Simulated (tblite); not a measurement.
Species: C₅H₁₃BO₂S.
SMILES with atom numbers: `[CH3:1][O:2][C:3]([CH3:4])([BH:5][S:6][CH3:7])[O:8][CH3:9]` (hydrogens: H10, H11, H12 on C1; H13, H14, H15 on C4; H16 on B5; H17, H18, H19 on C7; H20, H21, H22 on C9)

Computed with GFN2-xTB (tblite), gas phase: L-BFGS steps from a force-field or distance-geometry start until the largest atomic force falls under 0.01 eV/Å.

Step 142: E = -814.8759 eV
```
atom  x, y, z in Å  |  force x, y, z in eV/Å
C1     -1.8793    1.1698    1.0555    0.027   0.003  -0.011
O2     -1.6013    0.7543   -0.2607   -0.001  -0.017   0.001
C3     -0.4446   -0.0701   -0.4033    0.006   0.029  -0.008
C4     -0.3421   -0.3345   -1.9193   -0.010  -0.002  -0.003
B5      0.9285    0.6272    0.0676   -0.016   0.032   0.027
S6      2.3273   -0.3836    0.3037    0.027   0.017   0.022
C7      3.6355    0.8120    0.7915   -0.021  -0.030   0.011
O8     -0.6068   -1.2743    0.3336   -0.018   0.002   0.019
C9     -1.7420   -2.0509    0.0094   -0.014  -0.028  -0.002
H10    -2.8283    1.7001    1.0103   -0.022  -0.004  -0.006
H11    -1.1027    1.8438    1.4327    0.015   0.000   0.008
H12    -1.9645    0.3169    1.7361    0.008   0.003  -0.002
H13     0.4629   -1.0365   -2.1172    0.004  -0.019   0.025
H14    -0.1437    0.6020   -2.4299    0.005   0.030  -0.022
H15    -1.2808   -0.7384   -2.2850   -0.042   0.020  -0.029
H16     1.0044    1.7881    0.1748    0.015  -0.006  -0.011
H17     3.6074    0.9269    1.8707    0.008   0.020  -0.021
H18     4.5868    0.3867    0.4929    0.011   0.002  -0.002
H19     3.4758    1.7654    0.3015   -0.004  -0.024   0.003
H20    -2.6175   -1.4170   -0.1577    0.009  -0.020  -0.008
H21    -1.9178   -2.6973    0.8678   -0.010  -0.014   0.012
H22    -1.5676   -2.6711   -0.8756    0.026   0.007  -0.003
```

Step 143: E = -814.8764 eV
```
atom  x, y, z in Å  |  force x, y, z in eV/Å
C1     -1.8786    1.1681    1.0566    0.011   0.008   0.002
O2     -1.6029    0.7553   -0.2604   -0.001  -0.018   0.002
C3     -0.4456   -0.0680   -0.4029    0.005   0.022  -0.013
C4     -0.3429   -0.3339   -1.9186   -0.003  -0.002  -0.009
B5      0.9271    0.6302    0.0671    0.001   0.031   0.020
S6      2.3206   -0.3845    0.3216    0.017   0.027   0.026
C7      3.6345    0.8114    0.7939   -0.027  -0.039   0.000
O8     -0.6067   -1.2726    0.3338   -0.029   0.005   0.011
C9     -1.7407   -2.0503    0.0076   -0.016  -0.027  -0.002
H10    -2.8244    1.7053    1.0141   -0.005   0.001  -0.010
H11    -1.0955    1.8328    1.4370    0.005   0.006   0.008
H12    -1.9721    0.3135    1.7341    0.012  -0.004   0.001
H13     0.4658   -1.0326   -2.1147   -0.003  -0.014   0.019
H14    -0.1498    0.6025   -2.4319    0.003   0.019  -0.013
H15    -1.2802   -0.7438   -2.2823   -0.033   0.026  -0.030
H16     1.0081    1.7925    0.1572    0.011  -0.015  -0.009
H17     3.6133    0.9358    1.8719    0.003   0.019  -0.010
H18     4.5828    0.3814    0.4932    0.022  -0.004  -0.003
H19     3.4746    1.7602    0.2960   -0.006  -0.007   0.001
H20    -2.6179   -1.4174   -0.1578    0.020  -0.027   0.001
H21    -1.9140   -2.6998    0.8645   -0.014  -0.010   0.000
H22    -1.5661   -2.6666   -0.8806    0.027   0.004   0.010
```

Step 144: E = -814.8769 eV
```
atom  x, y, z in Å  |  force x, y, z in eV/Å
C1     -1.8755    1.1636    1.0594    0.003   0.000   0.014
O2     -1.6023    0.7570   -0.2600   -0.004  -0.003   0.009
C3     -0.4456   -0.0658   -0.4035   -0.002  -0.006  -0.009
C4     -0.3447   -0.3358   -1.9187    0.000   0.002   0.007
B5      0.9267    0.6322    0.0673    0.014  -0.001   0.000
S6      2.3164   -0.3832    0.3400    0.003   0.007   0.025
C7      3.6330    0.8143    0.7963   -0.015  -0.027  -0.007
O8     -0.6078   -1.2707    0.3338   -0.039   0.000   0.000
C9     -1.7422   -2.0474    0.0042   -0.005  -0.016   0.000
H10    -2.8193    1.7043    1.0220    0.001   0.022  -0.017
H11    -1.0869    1.8192    1.4450   -0.008   0.014  -0.001
H12    -1.9747    0.3056    1.7312    0.018  -0.017   0.007
H13     0.4598   -1.0399   -2.1097    0.013  -0.025   0.005
H14    -0.1462    0.5966   -2.4365    0.008   0.033  -0.013
H15    -1.2836   -0.7422   -2.2812   -0.039   0.025  -0.030
H16     1.0139    1.7937    0.1406    0.003   0.023  -0.003
H17     3.6191    0.9494    1.8727   -0.005   0.017   0.003
H18     4.5796    0.3820    0.4946    0.030  -0.014  -0.007
H19     3.4715    1.7582    0.2903   -0.007   0.007  -0.001
H20    -2.6173   -1.4124   -0.1647    0.020  -0.034   0.008
H21    -1.9191   -2.6969    0.8607   -0.012  -0.005  -0.010
H22    -1.5653   -2.6624   -0.8845    0.026  -0.002   0.019
```

Problem. Estimate the geometry and energy of step 145. (The exact step hangs on the optimiser's Hessian estimate; all steps are aligned on step 144, rigid shifts and turns removed.)

Solution. E = -814.8773 eV, largest force 0.043 eV/Å
```
atom  x, y, z in Å  |  force x, y, z in eV/Å
C1     -1.8745    1.1612    1.0619   -0.021   0.009   0.016
O2     -1.6037    0.7555   -0.2580   -0.008   0.009  -0.006
C3     -0.4458   -0.0644   -0.4044   -0.012  -0.023   0.000
C4     -0.3472   -0.3352   -1.9200    0.000   0.008  -0.007
B5      0.9264    0.6348    0.0659    0.029  -0.013  -0.012
S6      2.3103   -0.3839    0.3597   -0.013   0.028   0.020
C7      3.6319    0.8143    0.7993    0.002  -0.017  -0.013
O8     -0.6061   -1.2706    0.3327   -0.034   0.004  -0.008
C9     -1.7404   -2.0476    0.0023    0.005  -0.004   0.007
H10    -2.8145    1.7104    1.0254    0.028   0.013  -0.019
H11    -1.0797    1.8077    1.4495   -0.010   0.019   0.003
H12    -1.9832    0.3026    1.7314    0.023  -0.020   0.009
H13     0.4582   -1.0396   -2.1105   -0.010  -0.002   0.003
H14    -0.1507    0.5978   -2.4400    0.004  -0.004   0.009
H15    -1.2874   -0.7433   -2.2806   -0.003   0.039  -0.018
H16     1.0195    1.7973    0.1209   -0.003   0.011  -0.001
H17     3.6232    0.9595    1.8745   -0.005   0.013   0.004
H18     4.5768    0.3775    0.4974    0.014  -0.011  -0.001
H19     3.4717    1.7551    0.2864   -0.011  -0.008   0.001
H20    -2.6151   -1.4115   -0.1653    0.015  -0.039   0.007
H21    -1.9172   -2.6980    0.8583   -0.011  -0.004  -0.017
H22    -1.5629   -2.6603   -0.8876    0.021  -0.008   0.023
```

The energy changes by -0.0004 eV. The first-order estimate −F·Δx gives -0.0006 eV and the mean of the old and new forces, exact on a quadratic surface, -0.0004 eV. The step makes an angle of 83° with the force vector and moves no atom by more than 0.021 Å.

The cost below is that of the whole relaxation. On one thread, Arm Neoverse N1 (aarch64) (shared host), this took 2.5 s of wall time.
